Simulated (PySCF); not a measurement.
Estimate the missing entries of this data sheet.

C₆H₁₃FO₂.
Z-matrix (Å and degrees, GFN2-xTB geometry), rows numbered from 1:
```
C 
C   1  1.5233
O   2  1.4238  1  113.72
C   3  1.3512  2  116.33  1    71.14
F   4  1.4083  3  109.95  2   -83.18
O   4  1.3479  3  108.42  2   156.80
C   6  1.4378  4  116.46  3  -175.40
C   7  1.5243  6  107.19  4   138.83
C   7  1.5257  6  110.23  4   -99.42
H   1  1.0870  2  111.03  3   -65.46
H   1  1.0868  2  109.40  3   174.36
H   1  1.0865  2  109.90  3    54.45
H   2  1.0997  1  110.33  3   123.04
H   2  1.0917  1  110.43  3  -116.28
H   4  1.1172  3  112.83  2    30.84
H   7  1.1006  6  108.44  4    20.43
H   8  1.0867  7  110.32  6   -60.35
H   8  1.0860  7  109.44  6    58.98
H   8  1.0861  7  109.96  6   179.16
H   9  1.0868  7  109.86  6   177.76
H   9  1.0865  7  109.58  6   -62.13
H   9  1.0864  7  110.31  6    57.52
```

```tsv
property	level	value
point group of the GFN2-xTB geometry	GFN2-xTB	C1
rotational constants A, B, C of the GFN2-xTB geometry	GFN2-xTB	?
dipole moment	PBE0/pcSseg-1	2.33 D
HOMO energy	PBE0/pcSseg-1	?
LUMO energy	PBE0/pcSseg-1	1.45 eV
13C chemical shifts (computed TMS as zero) by class	GIAO PBE0/pcSseg-1	128.5 (C4), 76.2 (C7), 70.1 (C2), 25.9 (C9), 25.4 (C8), 19.4 (C1) ppm
1H chemical shifts (computed TMS as zero) by class	GIAO PBE0/pcSseg-1	?
isotropic shieldings of nuclei other than C and H, by class	GIAO PBE0/pcSseg-1	195 (O6), 216 (O3), 256 (F5) ppm
```

The electronic properties come from PySCF, for the isolated species, density fitting. NMR classes are plain means over equivalent atoms (diastereotopic ones count apart unless rotation or inversion swaps them), as if these changed places fast; in this geometry the members of some classes differ.

What is the HOMO energy?

-8.08 eV.

The rotational constants A, B, C of the GFN2-xTB geometry?

3.771, 0.796, 0.701 GHz.

The 1H chemical shifts (computed TMS as zero) by class?

5.80 (H15), 4.23 (H14), 3.81 (H13), 3.76 (H16), 1.39 (H20/H21/H22), 1.34 (H10/H11/H12), 1.25 (H17/H18/H19) ppm.

The dipole equals about 7.8 × 10⁻³⁰ C·m (1 D = 3.33564 × 10⁻³⁰ C·m). The rotational constants make it an asymmetric top with κ = (2B − A − C)/(A − C) = -0.94, nearer the prolate limit (−1). With B = h/(8π²I), that is 505.379 GHz u Å² over I, the principal moments of inertia are 134.0, 635.1 and 721.1 u Å² (most abundant isotopes).

One conformer stands for the species.
